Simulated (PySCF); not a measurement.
A GIAO shielding run with PySCF (density fitting, non-relativistic, gas phase) on SMILES C[SiH2]C[SiH2]CCl, C₃H₁₁ClSi₂:

```
$ OMP_NUM_THREADS=1 python probes_run.py task.json out

{"job": {"kind": "nmr", "xc": "PBE0", "basis": "pcSseg-1"}, "charge": 0, "multiplicity": 1}
C      2.018586    -0.751579    -0.754184
Si     1.259118    -0.759206     0.981171
C      0.194514     0.810619     1.233732
Si    -1.061989     1.268441    -0.107346
C     -2.370252    -0.116362    -0.298080
Cl    -1.669007    -1.530788    -1.127108
H      1.255930    -0.888192    -1.514691
H      2.531416     0.183646    -0.962394
H      2.739795    -1.555623    -0.865684
H      2.328219    -0.733416     1.994711
H      0.448813    -1.960968     1.199216
H     -0.327040     0.712038     2.186183
H      0.867365     1.659650     1.353774
H     -1.821087     2.468648     0.279551
H     -0.437846     1.479198    -1.414937
H     -3.216580     0.200945    -0.902343
H     -2.746953    -0.475022     0.656903
```

Hardware: 1 thread of an Arm Neoverse V1, shared host. The job also computes population analyses, field gradients.

Q: How large is the calculation?

A: 74 electrons, 178 basis functions and 994 auxiliary functions.

Q: How long does it take, and how much memory does it need?

A: 33 s of wall time, with 12 SCF cycles and 4 response iterations; peak memory 0.82 GiB. Times on a shared host scatter by some tens of per cent.
